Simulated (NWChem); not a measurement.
System: hydronium (H3O cation); SMILES [OH3+]

NWChem input:

```
start job
memory heap 200 mb stack 900 mb global 1100 mb
charge 1
geometry units angstroms noautoz
  O      0.000000     0.000000     0.078775
  H      0.669342     0.669342    -0.207386
  H      0.244996    -0.914338    -0.207386
  H     -0.914338     0.244996    -0.207386
end
basis spherical
  O library def2-svp
  H library def2-svp
end
dft
  xc becke88 lyp
  iterations 150
  mulliken
end
task dft energy
```

NWChem printed, in part:

```
             Northwest Computational Chemistry Package (NWChem) 7.3.0
             --------------------------------------------------------

 C3V symmetry detected

                             Geometry "geometry" -> ""
                             -------------------------

 Output coordinates in angstroms (scale by  1.889725989 to convert to a.u.)

  No.       Tag          Charge          X              Y              Z
 ---- ---------------- ---------- -------------- -------------- --------------
    1 O                    8.0000     0.00000000    -0.00000000     0.07804391
    2 H                    1.0000     0.66934190     0.66934190    -0.20811709
    3 H                    1.0000     0.24499614    -0.91433804    -0.20811709
    4 H                    1.0000    -0.91433804     0.24499614    -0.20811709

 Effective nuclear repulsion energy (a.u.)      13.8110707593

      Symmetry information
      --------------------

 Group name             C3v
 Group number             17
 Group order               6
 No. of unique centers     2

                                 NWChem DFT Module
                                 -----------------

 Summary of "ao basis" -> "ao basis" (spherical)
 ------------------------------------------------------------------------------
       Tag                 Description            Shells   Functions and Types
 ---------------- ------------------------------  ------  ---------------------
 O                          def2-svp                 6       14   3s2p1d
 H                          def2-svp                 3        5   2s1p

      Symmetry analysis of basis
      --------------------------

        a1         10
        a2          1
        e          18

  Rotation of axis

            General Information
            -------------------
          SCF calculation type: DFT
          Wavefunction type:  closed shell.
          No. of atoms     :     4
          No. of electrons :    10
           Alpha electrons :     5
            Beta electrons :     5
          Charge           :     1
          Spin multiplicity:     1
          Use of symmetry is: on ; symmetry adaption is: on
          Maximum number of iterations: 150
          AO basis - number of functions:    29
                     number of shells:    15
          Convergence on energy requested:  1.00D-06
          Convergence on density requested:  1.00D-05
          Convergence on gradient requested:  5.00D-04

              XC Information
              --------------
                    Becke 1988 Exchange Functional  1.000
              Lee-Yang-Parr Correlation Functional  1.000

             Grid Information
             ----------------
          Grid used for XC integration:  medium
          Radial quadrature: Mura-Knowles
          Angular quadrature: Lebedev.
          Tag              B.-S. Rad. Rad. Pts. Rad. Cut. Ang. Pts.
          ---              ---------- --------- --------- ---------
          O                   0.60       49           5.0       434
          H                   0.35       45           7.0       434
          Grid pruning is: on
          Number of quadrature shells:    94
          Spatial weights used:  Erf1

      Superposition of Atomic Density Guess
      -------------------------------------

 Sum of atomic energies:         -76.18899089

 Renormalizing density from      11.00 to     10

      Non-variational initial energy
      ------------------------------

 Total energy =     -71.779803
 1-e energy   =    -119.209172
 2-e energy   =      33.618298
 HOMO         =      -1.204522
 LUMO         =      -0.335287

      Symmetry analysis of molecular orbitals - initial
      -------------------------------------------------

  Numbering of irreducible representations:

     1 a1          2 a2          3 e

  Orbital symmetries:

     1 a1          2 a1          3 e           4 e           5 a1
     6 a1          7 e           8 e           9 e          10 e
    11 a1         12 a1         13 e          14 e          15 a1

     ---------------------------------------------
      Total Density - Mulliken Population Analysis
     ---------------------------------------------

    Atom       Charge   Shell Charges
 -----------   ------   -------------------------------------------------------
    1 O    8     8.64   1.99  1.25  0.38  3.76  1.25  0.00
    2 H    1     0.45   0.38  0.02  0.06
    3 H    1     0.45   0.38  0.02  0.06
    4 H    1     0.45   0.38  0.02  0.06

   convergence    iter        energy       DeltaE   RMS-Dens  Diis-err
 ---------------- ----- ----------------- --------- --------- ---------
 d= 0,ls=0.0,diis     1    -76.3342990312 -9.01D+01  6.13D-02  3.35D+00
 d= 0,ls=0.0,diis     2    -75.8264989487  5.08D-01  4.13D-02  8.14D+00
 d= 0,ls=0.0,diis     3    -76.6196041474 -7.93D-01  2.33D-03  2.40D-02
 d= 0,ls=0.0,diis     4    -76.6219770422 -2.37D-03  3.38D-04  4.08D-04
 d= 0,ls=0.0,diis     5    -76.6220124977 -3.55D-05  2.90D-05  2.14D-06
 d= 0,ls=0.0,diis     6    -76.6220126794 -1.82D-07  1.22D-06  3.61D-09

         Total DFT energy =      -76.622012679384
      One electron energy =     -128.200342079820
           Coulomb energy =       47.141079366908
    Exchange-Corr. energy =       -9.373820725765
 Nuclear repulsion energy =       13.811070759293

 Numeric. integr. density =        9.999998714355

                  Occupations of the irreducible representations
                  ----------------------------------------------

                     irrep           alpha         beta
                     --------     --------     --------
                     a1                3.0          3.0
                     a2                0.0          0.0
                     e                 2.0          2.0

                       DFT Final Molecular Orbital Analysis
                       ------------------------------------

 Vector    3  Occ=2.000000D+00  E=-8.705135D-01  Symmetry=e
              MO Center=  1.2D-01, -8.6D-02, -2.2D-02, r^2= 7.1D-01
   Bfn.  Coefficient  Atom+Function         Bfn.  Coefficient  Atom+Function
  ----- ------------  ---------------      ----- ------------  ---------------
     5      0.545557  1 O  py                20     -0.335837  3 H  s
    15      0.268751  2 H  s                  8      0.209171  1 O  py
    25      0.067086  4 H  s                 21     -0.045320  3 H  s
     4      0.039307  1 O  px                16      0.036267  2 H  s
    17     -0.030967  2 H  px                23     -0.031050  3 H  py

 Vector    4  Occ=2.000000D+00  E=-8.705135D-01  Symmetry=e
              MO Center= -1.2D-01,  8.6D-02, -2.2D-02, r^2= 7.1D-01
   Bfn.  Coefficient  Atom+Function         Bfn.  Coefficient  Atom+Function
  ----- ------------  ---------------      ----- ------------  ---------------
     4      0.545557  1 O  px                25     -0.349059  4 H  s
    15      0.232628  2 H  s                  7      0.209171  1 O  px
    20      0.116432  3 H  s                 26     -0.047104  4 H  s
     5     -0.039307  1 O  py                27     -0.033252  4 H  px
    16      0.031392  2 H  s                 18     -0.030147  2 H  py

 Vector    5  Occ=2.000000D+00  E=-6.734429D-01  Symmetry=a1
              MO Center= -1.7D-17,  3.1D-17,  1.7D-01, r^2= 5.6D-01
   Bfn.  Coefficient  Atom+Function         Bfn.  Coefficient  Atom+Function
  ----- ------------  ---------------      ----- ------------  ---------------
     6      0.643157  1 O  pz                 9      0.417587  1 O  pz
     3      0.170770  1 O  s                  2      0.151026  1 O  s
    15     -0.071727  2 H  s                 20     -0.071727  3 H  s
    25     -0.071727  4 H  s                  1      0.069230  1 O  s

 Vector    6  Occ=0.000000D+00  E=-2.974897D-01  Symmetry=a1
              MO Center=  6.2D-17,  1.4D-16, -2.8D-01, r^2= 2.8D+00
   Bfn.  Coefficient  Atom+Function         Bfn.  Coefficient  Atom+Function
  ----- ------------  ---------------      ----- ------------  ---------------
     3      0.883955  1 O  s                 16     -0.504850  2 H  s
    21     -0.504850  3 H  s                 26     -0.504850  4 H  s
     2      0.342063  1 O  s                 15     -0.209039  2 H  s
    20     -0.209039  3 H  s                 25     -0.209039  4 H  s
     6     -0.169903  1 O  pz                 1      0.150335  1 O  s

 Vector    7  Occ=0.000000D+00  E=-2.051805D-01  Symmetry=e
              MO Center= -3.6D-01, -3.7D-01, -2.4D-01, r^2= 2.7D+00
   Bfn.  Coefficient  Atom+Function         Bfn.  Coefficient  Atom+Function
  ----- ------------  ---------------      ----- ------------  ---------------
    21      1.004116  3 H  s                 26     -0.994700  4 H  s
     8      0.375412  1 O  py                 7     -0.369335  1 O  px
     5      0.315776  1 O  py                 4     -0.310665  1 O  px
    20      0.286617  3 H  s                 25     -0.283930  4 H  s
    23     -0.025821  3 H  py                27      0.025663  4 H  px

 Vector    8  Occ=0.000000D+00  E=-2.051805D-01  Symmetry=e
              MO Center=  3.6D-01,  3.7D-01, -2.4D-01, r^2= 2.7D+00
   Bfn.  Coefficient  Atom+Function         Bfn.  Coefficient  Atom+Function
  ----- ------------  ---------------      ----- ------------  ---------------
    16      1.154017  2 H  s                 26     -0.585163  4 H  s
    21     -0.568854  3 H  s                  7     -0.375412  1 O  px
     8     -0.369335  1 O  py                15      0.329406  2 H  s
     4     -0.315776  1 O  px                 5     -0.310665  1 O  py
    25     -0.167030  4 H  s                 20     -0.162375  3 H  s

     ---------------------------------------------
      Total Density - Mulliken Population Analysis
     ---------------------------------------------

[...]
```

Level: BLYP/def2-SVP. All runs use the structure optimised with B3LYP/6-31G* (spherical d).
